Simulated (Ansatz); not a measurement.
What each rung costs, and what it gives

Saddle point of AlH2BrF2, singlet (AlBrF₂ ([F][Al]([F])[Br]) + H₂ → AlHF₂ ([F][AlH][F]) + HBr (still joined by a long Al–Br bond); bonds formed: Al1–H6, Br2–H5; bonds broken: H5–H6; bonds weakened to dative contacts: Al1–Br2), PBE0-D4/def2-TZVP structure:

```
6
angstrom
Al -0.5626 -0.2636 0.1159
Br 2.0035 -0.1515 -0.0518
F -1.0708 -1.3449 -1.0061
F -0.9331 -0.4486 1.7016
H 0.9428 0.9377 -0.3584
H -0.3799 1.2708 -0.4013
```

Barriers are electronic and count from the start structure reached by relaxing down the imaginary mode.

Computed with Ansatz 0.2.0 (basis: as named in each row); correlated methods freeze the cores. Filled d shells of the heavier atoms are correlated. The def2 sets are not built for correlating such inner shells, so the correlated values are less sure here. B3LYP uses VWN-RPA correlation. Extrapolation: Hartree–Fock as exp(−7.88 √X), correlation as X^−2.97.

Times are rough, for one single point on 4 threads of a shared host (Arm Neoverse V1).

The estimate by CCSD(T) at an estimated basis limit (MP2 extrapolated from triple and quadruple zeta, plus CCSD(T) − MP2 in triple zeta) is 36.87 kcal/mol.

```
      method       basis  time (s)  barrier (kcal/mol)  method less estimate
          HF      STO-3G   under 1               54.99                 18.12
      PBE-D4      STO-3G   under 1               34.56                 -2.31
       SPW92    def2-SVP   under 1               23.98                -12.89
      PBE-D4    def2-SVP   under 1               27.98                 -8.88
    B3LYP-D4       6-31G   under 1               36.91                  0.04
       SPW92  def2-TZVPP   under 1               25.35                -11.51
     PBE0-D4    def2-SVP   under 1               31.40                 -5.47
     BLYP-D4  def2-TZVPP         1               31.84                 -5.03
      PBE-D4  def2-TZVPP         1               29.64                 -7.23
     PBE0-D4  def2-TZVPP         2               32.63                 -4.24
    BHLYP-D4  def2-TZVPP         2               37.50                  0.63
    B3LYP-D4  def2-TZVPP         2               34.00                 -2.87
CAM-B3LYP-D4  def2-TZVPP         2               34.88                 -1.99
     CCSD(T)    def2-SVP         3               35.91                 -0.95
   r2SCAN-D4  def2-TZVPP         3               32.63                 -4.24
  RPA on PBE  def2-TZVPP         3               34.52                 -2.35
      B2PLYP  def2-TZVPP         3               35.64                 -1.23
    PBE-QIDH  def2-TZVPP         3               35.75                 -1.12
  r2SCAN0-D4  def2-TZVPP         3               34.66                 -2.21
     wB97M-V    def2-SVP         4               33.71                 -3.16
      B97M-V  def2-TZVPP         4               31.94                 -4.93
     wB97X-V  def2-TZVPP         5               35.88                 -0.99
     wB97M-V  def2-TZVPP         6               35.91                 -0.95
         MP2  def2-QZVPP        10               37.55                  0.69
     CCSD(T)  def2-TZVPP        49               36.12                 -0.75
```

All methods are single points on the PBE0-D4 structures.

The T1 diagnostic stays at or below 0.011.

Labels in which every atom is bracketed show which atoms are joined, not bond orders.
